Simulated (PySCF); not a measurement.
Calculation: PySCF 2.14.0 with PBE-D3(BJ)/def2-TZVP // BP86-D3(BJ)/def2-SVP. All species are isolated molecules in the gas phase. One relaxed conformer stands for a flexible species; it need not be the lowest. 

Reference species: [W(F)(NH2)5] (neutral, multiplicity 1).

- HOMO = -5.25 eV
- LUMO = -2.45 eV

Changed species: [W(F)6] (0 of 6 F replaced by NH2; the reference has 5 of 6 F replaced by NH2).

### Question
Predict the effect on the HOMO and LUMO.

### Answer
the HOMO falls by 5.40 eV, to -10.65 eV; the LUMO decreases by 2.97 eV, to -5.42 eV.
